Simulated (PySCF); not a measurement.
# Nb²⁺ (niobium, charge +2): UHF calculation

Configuration: [Kr] 4d3, high-spin 4F determinant. Calculation: PySCF 2.14, in cc-pVTZ-PP with ECP28MDF; scalar relativity through the core potential.

| Item | Value |
| --- | --- |
| Total energy | -55.449672 hartree |
| One-electron energy | -88.1033 hartree |
| Hartree (Coulomb) energy | 38.6401 hartree |
| Exchange energy | -5.9864 hartree |
| ⟨S²⟩ | 3.7549 |
| ⟨L²⟩ | 12.058 |
| Sum of ⟨r⟩ | 15.78 bohr |
| Sum of ⟨r²⟩ | 26.55 bohr² |
| Time after the integrals | 0.49 s of wall time on 1 thread of Neoverse-V1 (shared host) |

```json
{"shell": "4s α", "electrons": "1", "mean orbital energy (hartree)": "-3.37957", "rms radius, mean of both spins (bohr)": "1.25"}
{"shell": "4s β", "electrons": "1", "mean orbital energy (hartree)": "-3.23521", "rms radius, mean of both spins (bohr)": "1.25"}
{"shell": "4p α", "electrons": "3", "mean orbital energy (hartree)": "-2.32854", "rms radius, mean of both spins (bohr)": "1.39"}
{"shell": "4p β", "electrons": "3", "mean orbital energy (hartree)": "-2.13276", "rms radius, mean of both spins (bohr)": "1.39"}
{"shell": "4d α", "electrons": "3", "mean orbital energy (hartree)": "-0.93245", "rms radius, mean of both spins (bohr)": "1.98"}
```

Energies and moments cover only the electrons outside the core potential.
